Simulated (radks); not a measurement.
All-electron atom: Ta III in [Xe] 4f14 5d3. All-electron calculation, scalar-relativistic Kohn-Sham, PBEsol, spin-polarised, spherical densities, point nucleus; open shells are filled with parallel spins first (spin-orbit coupling, left out, can overturn this in heavy ions); hard spherical wall at 1.5 bohr. Program: a radial shooting solver on a logarithmic mesh with Libxc functionals.

Normalised radial functions P(r) = r R(r), r in bohr:

r,5s down,5p down,5f up
0.002636,0.1533,0.0123,0.0000
0.003351,0.1763,0.0183,0.0000
0.004294,0.1994,0.0274,0.0000
0.005459,0.2187,0.0404,0.0000
0.006995,0.2314,0.0598,0.0000
0.008893,0.2311,0.0862,0.0001
0.0114,0.2106,0.1234,0.0001
0.01449,0.1640,0.1705,0.0003
0.01856,0.0820,0.2298,0.0008
0.0236,-0.0301,0.2928,0.0018
0.03024,-0.1677,0.3512,0.0042
0.03844,-0.2929,0.3797,0.0095
0.04927,-0.3635,0.3483,0.0212
0.06263,-0.3185,0.2283,0.0443
0.08026,-0.1201,0.0019,0.0906
0.102,0.1819,-0.2746,0.1706
0.1307,0.4627,-0.5012,0.3054
0.1662,0.5021,-0.5068,0.4933
0.213,0.1751,-0.1908,0.7295
0.2708,-0.3673,0.3291,0.9421
0.347,-0.7544,0.7538,1.0420
0.4411,-0.5892,0.7031,0.9087
0.5652,0.1333,0.0883,0.4580
0.7185,0.9426,-0.7467,-0.2540
0.9208,1.3543,-1.3238,-1.0417
1.171,1.0414,-1.1377,-1.2262
1.5,0.0000,0.0000,0.0000

5s down: eigenvalue 14.905 eV, 4 radial nodes at r = 0.0223, 0.0888, 0.231, 0.544 bohr, <r> = 0.898 bohr, 90 % of the charge inside 1.20 bohr. 5p down: eigenvalue 66.024 eV, 3 radial nodes at r = 0.0804, 0.234, 0.580 bohr, <r> = 0.918 bohr, 90 % of the charge inside 1.22 bohr. 5f up (empty): eigenvalue 234.64 eV, 1 radial node at r = 0.665 bohr, <r> = 0.861 bohr, 90 % of the charge inside 1.26 bohr.
